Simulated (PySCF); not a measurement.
## Stationary points of TeO2

Level of theory: PBE0 in PySCF with Te def2-TZVP with ECP28, O def2-TZVP; scalar-relativistic core potentials, no spin–orbit coupling; density-fitted integrals.

Relaxations began from a few typed shapes. The search is not exhaustive: other isomers or separated fragments can lie lower, and high-lying points may rest on an excited occupation.

Task: Order these stationary points by electronic energy, lowest first, in kJ/mol from the lowest minimum.
A. singlet D∞h: Te–O 1.842 Å (×2); O–Te–O 180.0°
B. singlet C2v: Te–O 1.780 Å (×2); O–Te–O 110.1°

Result: B (0.0), A (249.1).

Task: Which of them are minima?

Result: By energy in kJ/mol, 0.0: minimum; 249.1: saddle point, 2 imaginary modes.

Counting electrons, tellurium keeps 2 of its valence electrons outside its bonds, so the VSEPR class is AX2E1 and the expected shape is bent (C2v), as computed.
